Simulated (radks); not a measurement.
O3.75+, 4.25 electrons, occupied as [He] 2p(up 0.5, down 0.5) 2s(up 1, down 0.25) (fractional occupations, a model configuration). Method: non-relativistic Kohn-Sham, PBE, spin-polarised, spherical densities, point nucleus; computed with a radial shooting solver on a logarithmic mesh with Libxc functionals.

Normalised radial functions P(r) = r R(r), r in bohr:

```
   r/bohr * 2p down (the largest magnitude, 1.03, reaches the edge; | marks zero)
 0.008437 *
  0.01134 *
  0.01537 *
  0.02067 *
  0.02779 |*
  0.03736 |*
  0.05023 | *
  0.06808 |   *
  0.09153 |      *
   0.1231 |          *
   0.1654 |                *
   0.2224 |                        *
   0.2991 |                                  *
   0.4053 |                                            *
   0.5449 |                                                    *
   0.7326 |                                                      *
    0.985 |                                               *
    1.324 |                                 *
    1.795 |                *
    2.413 |     *
    3.244 |*
```

2p down: eigenvalue -80.548 eV, 0 radial nodes, <r> = 0.876 bohr, 90 % of the charge inside 1.43 bohr.
